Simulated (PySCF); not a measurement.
CH₆ClFSi₃, SMILES F[Si@]1(Cl)C[SiH2][SiH2]1.

Coordinates come from a r2SCAN-D4/def2-SVP optimisation. The structure was generated by enumeration; whether it is a known compound was not checked.

These are CAM-B3LYP/def2-TZVP (PySCF) values and carry that method's errors.

The molecule is in vacuum.

Q: Estimate the frontier levels, gap, dipole moment and polarisability. (The exact figures need the calculation; the answer reports its results.)

A: 
* **highest occupied level**: -8.80 eV
* **lowest empty level**: 0.01 eV
* **orbital gap**: 8.81 eV
* **dipole moment**: 2.17 D
* **quadrupole, principal values (traceless, Buckingham form, about the centre of nuclear charge)**: -3.38, -2.14, 5.52 D·Å
* **mean static polarisability**: 103.1 bohr³ (15.28 Å³)
* **polarisability, principal values**: 82.9, 103.1, 123.3 bohr³
